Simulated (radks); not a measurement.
Results of a calculation; reference values are marked as such.
Mo+, configuration [Kr] 4d4.5 5s0.5 (fractional occupations, a model configuration).

Code: a radial shooting solver on a logarithmic mesh with Libxc functionals. Model: scalar-relativistic Kohn-Sham, BLYP, spin-polarised, spherical densities, point nucleus; open shells are filled with parallel spins first (spin-orbit coupling, left out, can overturn this in heavy ions).

Energy parts (eV):
| part | energy |
|---|---|
| total | -110178.994 |
| kinetic | 113610.723 |
| electron-nucleus | -265196.242 |
| Hartree | 44778.441 |
| exchange-correlation | -3371.916 |

Orbitals (lengths in bohr, moments of r in powers of bohr; r(max) is where P^2 peaks; r(90%) holds 90 % of the orbital's charge):
orbital	occ.	eigenvalue (eV)	r(90%)	r(max)	<r>	<r^2>
1s up	1	-19834.26	0.0630	0.02287	0.03517	0.001669
1s down	1	-19834.25	0.0630	0.02287	0.03517	0.001669
2s up	1	-2808.161	0.237	0.1296	0.1537	0.02785
2s down	1	-2807.686	0.237	0.1296	0.1537	0.02785
2p up	3	-2511.527	0.218	0.1035	0.1339	0.02192
2p down	3	-2511.169	0.218	0.1035	0.1339	0.02192
3s up	1	-484.2131	0.634	0.3836	0.4291	0.2109
3s down	1	-483.9456	0.634	0.3837	0.4290	0.2109
3p up	3	-387.0718	0.651	0.3771	0.4308	0.2160
3p down	3	-386.7734	0.651	0.3772	0.4307	0.2159
3d up	5	-228.9868	0.665	0.3223	0.4155	0.2077
3d down	5	-228.5362	0.664	0.3225	0.4153	0.2074
4s up	1	-73.2488	1.62	0.9900	1.108	1.392
4s down	1	-70.7612	1.61	0.9850	1.102	1.379
4p up	3	-47.4154	1.84	1.073	1.237	1.755
4p down	3	-44.7221	1.83	1.066	1.232	1.743
4d up	4.5	-12.2775	2.93	1.373	1.828	4.053
4d down	0	-9.6410	3.12	1.372	1.907	4.490
5s up	0.5	-10.8820	4.58	2.723	3.133	11.10

The highest occupied level is 5s up at -10.882 eV. The density falls to 0.001 e/bohr^3 at r = 4.13 bohr. Summed over all electrons, <r^2> = 41.04 bohr^2, which gives a Langevin (diamagnetic) susceptibility term of -32.5 x 10^-6 cm^3/mol. Spin moment in Bohr magnetons: 5.
